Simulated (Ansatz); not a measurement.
CoO₃F₃H₆⁻, relaxed as a quartet with UKS B3LYP-D4/def2-SVPD in Ansatz, starting from the GFN2-xTB (ALPB water) geometry. Force threshold 0.02 eV/Å.

In the quartet geometry the species has come apart into loosely held pieces. Another isomer (quartet) lies 0.15 eV lower at PBE0-D4/def2-TZVPD; other spin states weren't run for this one.

Start:

Cartesian coordinates in Å:
```
Co 0.120 0.299 0.129
F 0.390 -1.043 1.556
F -0.438 1.084 -1.612
F 1.264 1.775 0.851
O -1.301 -1.364 -0.744
O -1.601 1.092 1.414
O 1.921 -0.581 -1.013
H -0.775 -2.151 -0.923
H -1.505 -0.954 -1.594
H -1.318 1.953 1.746
H -1.596 0.486 2.167
H 2.625 -0.716 -0.366
H 2.213 0.119 -1.610
```

Problem. Estimate the energy that the relaxation releases and the steps that it takes.

Solution. 1.26 eV, in 40 steps; 5.4 min on 4 threads of Intel Xeon 6975P-C on a shared host. The force fell under the threshold at step 33, but the optimiser went on and released 0.003 eV more. No frequencies were taken in this run, so the end may be a saddle point.

Problem. Does the start keep its bonding and symmetry?

Solution. Bonds lost: Co1–O5, Co1–O7 (atoms count from 1). The end holds 3 separate pieces.

Problem. Predict the relaxed structure.

Solution. 
```xyz
13

Co    0.144    0.038    0.383
F    -1.114   -1.099    1.327
F     0.187   -0.195   -1.487
F     1.743    0.636    1.184
O    -1.989   -2.010   -1.234
O    -1.214    1.457    1.420
O     2.861    0.830   -1.406
H    -1.873   -1.892   -0.275
H    -1.279   -1.452   -1.598
H    -0.631    1.782    2.119
H    -1.575    0.594    1.733
H     2.724    0.844   -0.441
H     2.016    0.468   -1.727
```
Bond lengths: 3 × Co–F 1.89 to 1.94 Å; 1 × Co–O 2.22 Å; 6 × H–O 0.97 to 0.99 Å.
